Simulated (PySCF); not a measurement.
Compound: (F)3Sn-S-SiH3.
Z-matrix (Å and degrees, PBE0-D3(BJ)/def2-SVP geometry), rows numbered from 1:
```
Sn
F   1  1.9244
F   1  1.9130  2  107.61
F   1  1.9148  2  105.60  3  -110.95
S   1  2.3578  2  106.54  3   125.11
Si  5  2.1906  1   96.61  2    14.19
H   6  1.4853  5  110.57  1   -71.25
H   6  1.4863  5  110.23  1    52.71
H   6  1.4877  5  101.91  1   170.63
```

Theory: PBE0-D3(BJ)/def2-SVP geometry optimisation, gas phase, def2 core potentials past Kr in PySCF.

Take the most abundant isotopes and a rigid rotor. 

Problem. Give the principal moments of inertia and the rotational constants in GHz.

Solution. Ia = 216.96, Ib = 555.16, Ic = 593.50 u·Å²; 505379 MHz·u·Å²/I gives 2329, 910.3 and 851.5 MHz, that is A = 2.3294, B = 0.9103, C = 0.8515 GHz.

Problem. Classify the top.

Solution. A near-prolate asymmetric top. Ray's parameter κ = (2B − A − C)/(A − C) = -0.920; −1 is the prolate and +1 the oblate limit.

Problem. Is it planar, by Δ = Ic − Ia − Ib?

Solution. Not planar: Δ = Ic − Ia − Ib = -178.63 u·Å². For a rigid frame Δ = −2 Σ m c², so Σ m c² = 89.31 u·Å² lies off the ab plane: 3.05 from hydrogen and 86.27 from heavier atoms. The atom farthest from that plane is 1.67 Å away.

Problem. Give the other two planar moments, Paa and Pbb, and the rms extents of the mass along the axes.

Solution. Paa = Σ m a² = (Ib + Ic − Ia)/2 = 465.85 and Pbb = Σ m b² = (Ia + Ic − Ib)/2 = 127.65 u·Å². With the mass M = 239.87 u, the rms extents √(P/M) along a, b and c are 1.39, 0.73, 0.61 Å.

Problem. List the rotational levels J(Ka,Kc) to J = 4 (cm⁻¹).

Solution. Above 0(0,0):
J = 1: 1(0,1) 0.0588, 1(1,1) 0.1061, 1(1,0) 0.1081
J = 2: 2(0,2) 0.1762, 2(1,2) 0.2217, 2(1,1) 0.2276, 2(2,1) 0.3696, 2(2,0) 0.3696
J = 3: 3(0,3) 0.3523, 3(1,3) 0.3950, 3(1,2) 0.4068, 3(2,2) 0.5459, 3(2,1) 0.5462, 3(3,1) 0.7875, 3(3,0) 0.7875
J = 4: 4(0,4) 0.5868, 4(1,4) 0.6260, 4(1,3) 0.6457, 4(2,3) 0.7809, 4(2,2) 0.7818, 4(3,2) 1.0227, 4(3,1) 1.0227, 4(4,1) 1.3608, 4(4,0) 1.3608
The levels of one J sum to (2J + 1)J(J + 1)(A + B + C)/3.

Problem. Which types of transition are allowed, and where do some lines up to J = 3 fall?

Solution. The dipole components are |μa| = 3.32 D, |μb| = 0.44 D, |μc| = 0.00 D. The squared components, which scale the intensities, stand as 1.00 : 0.02 : 0.00 (a : b : c). Some lines, for components of 0.1 D or more:

| type | branch | J(Ka,Kc) | MHz | lower level (cm⁻¹) |
| --- | --- | --- | --- | --- |
| a | Q | 3(1,2) ← 3(1,3) | 353 | 0.395 |
| b | Q | 1(1,0) ← 1(0,1) | 1478 | 0.059 |
| b | Q | 3(1,2) ← 3(0,3) | 1633 | 0.352 |
| a | R | 1(0,1) ← 0(0,0) | 1762 | 0.000 |
| b | R | 2(0,2) ← 1(1,1) | 2103 | 0.106 |
| b | R | 1(1,1) ← 0(0,0) | 3181 | 0.000 |
| a | R | 2(0,2) ← 1(0,1) | 3522 | 0.059 |
| b | Q | 3(2,1) ← 3(1,2) | 4179 | 0.407 |
| b | Q | 2(2,0) ← 2(1,1) | 4259 | 0.228 |
| b | Q | 2(2,1) ← 2(1,2) | 4433 | 0.222 |
| b | Q | 3(2,2) ← 3(1,3) | 4523 | 0.395 |
| b | R | 2(1,2) ← 1(0,1) | 4884 | 0.059 |
| a | R | 3(1,3) ← 2(1,2) | 5196 | 0.222 |
| a | R | 3(2,2) ← 2(2,1) | 5286 | 0.370 |
| a | R | 3(1,2) ← 2(1,1) | 5373 | 0.228 |
| b | R | 3(1,3) ← 2(0,2) | 6558 | 0.176 |
| b | Q | 3(3,0) ← 3(2,1) | 7234 | 0.546 |
| b | Q | 3(3,1) ← 3(2,2) | 7243 | 0.546 |
| b | R | 3(2,2) ← 2(1,1) | 9543 | 0.228 |
| b | R | 3(2,1) ← 2(1,2) | 9728 | 0.222 |

No PBE0-D3(BJ)/def2-SVP frequencies stand behind this structure, so it isn't proved a minimum. Zero-point vibration and centrifugal distortion are left out. A rigid rotor knows nothing of internal rotation, which can split or shift real lines.
